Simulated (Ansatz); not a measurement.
`F[CH]([AlH2])[SiH2][SiH3]` + disilane → `[AlH2][SiH2][SiH3]` + `FC[SiH2][SiH3]`  (formal exchange of groups at the Al–C bond)

Calculated with Ansatz (gas phase, PBE0-D4/def2-TZVP geometries, no zero-point term in ΔE). CCSD(T)/CBS is the MP2 limit (def2-TZVPP, def2-QZVPP) plus CCSD(T) − MP2 in def2-TZVPP, frozen cores. One conformer a species, not always the lowest.

| species | CCSD/CBS(def2) energy (Eh) |
| --- | --- |
| `F[CH]([AlH2])[SiH2][SiH3]` | -962.75361 |
| `[SiH3][SiH3]` | -581.73421 |
| `[AlH2][SiH2][SiH3]` | -824.33433 |
| `FC[SiH2][SiH3]` | -720.16223 |

Task: Work out ΔE.

Result: ΔE = (-824.33433) + (-720.16223) − (-962.75361) − (-581.73421) = -0.00874 Eh = -22.9 kJ/mol. CCSD(T)/CBS gives -21.8 kJ/mol.

Largest T1 diagnostic among the species: 0.013.

In def2-TZVPP, CCSD(T) changes the Hartree–Fock value by +3.7 kJ/mol (the triples alone add +1.1 kJ/mol) and MP2 by +8.5 kJ/mol. The D4 term adds +4.6 kJ/mol with B3LYP and +2.4 kJ/mol with PBE0; it sums over pairs of atoms, weighted by their polarisabilities, and B3LYP, whose exchange is more repulsive, gets the larger term.

B3LYP here is the variant with VWN-RPA as its local correlation; programs differ in this.
